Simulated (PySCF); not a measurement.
Al(H)(Et)(vinyl) (C4H9Al), SMILES C[CH2][AlH][CH]=C.

Coordinates come from a B3LYP-D3(BJ)/def2-SVP optimisation. The structure was generated by enumeration; whether it is a known compound was not checked. One conformer was computed; it need not be the lowest.

Method: B3LYP-D3(BJ)/def2-SVP in PySCF.

Frequencies are harmonic and unscaled.

```
mode  ν (cm⁻¹)  IR (km/mol)  Raman (Å⁴/amu)  depolarisation  moving atoms (share of kinetic energy)
----  --------  -----------  --------------  --------------  --------------------------------------
1           43          0.5             1.9            0.75                  C 47 %, H 44 %, Al 9 %
2           94          0.2             3.6            0.75                          C 57 %, H 41 %
3          114          0.5             2.2            0.72                  C 55 %, H 37 %, Al 8 %
4          175          2.5             0.6            0.75                  H 51 %, C 41 %, Al 9 %
5          206          0.5             0.5            0.58                          H 72 %, C 26 %
6          327         13.7             1.9            0.62                 H 43 %, C 33 %, Al 25 %
7          359          8.9             6.3            0.69                  H 76 %, C 14 %, Al 9 %
8          523         89.8            11.9            0.24                 H 52 %, C 25 %, Al 23 %
9          561         33.9            16.7            0.15                 C 54 %, H 34 %, Al 12 %
10         584         32.3             9.8            0.70                 H 72 %, C 17 %, Al 11 %
11         644         32.7             2.0            0.74                 H 50 %, C 32 %, Al 18 %
12         735        274.9             2.4            0.53                 H 60 %, Al 25 %, C 15 %
13         933         18.2             0.5            0.75                           H 90 %, C 9 %
14         959          5.4             2.5            0.35                          H 85 %, C 15 %
15         999         10.8             3.8            0.55                          H 79 %, C 20 %
16         999         27.8             1.4            0.53                          H 73 %, C 27 %
17        1007         28.8             4.3            0.62                          C 69 %, H 30 %
18        1063          8.9             0.3            0.75                                  H 92 %
19        1219          2.2             3.9            0.09                          H 63 %, C 37 %
20        1245          3.3             2.4            0.75                          H 77 %, C 23 %
21        1272          1.6            10.8            0.31                          H 72 %, C 28 %
22        1397          2.9             3.4            0.75                          H 83 %, C 17 %
23        1419         16.2            24.1            0.45                          H 79 %, C 20 %
24        1432          6.4            12.2            0.62                           H 91 %, C 9 %
25        1475          2.0            12.5            0.75                                  H 96 %
26        1485          5.9            20.3            0.74                                  H 97 %
27        1638         21.2            15.4            0.06                          C 80 %, H 20 %
28        1909        262.2           166.3            0.15                                  H 96 %
29        3002         21.6            77.1            0.28                                  H 94 %
30        3010         38.2           169.1            0.02                                  H 97 %
31        3053          9.6           125.7            0.64                           H 91 %, C 9 %
32        3078         33.0           104.9            0.68                           H 91 %, C 9 %
33        3087         21.1            85.1            0.31                                  H 95 %
34        3092         40.2            37.1            0.72                           H 91 %, C 9 %
35        3103         13.5           211.8            0.25                           H 92 %, C 8 %
36        3172         21.2            93.2            0.63                          H 89 %, C 11 %
```
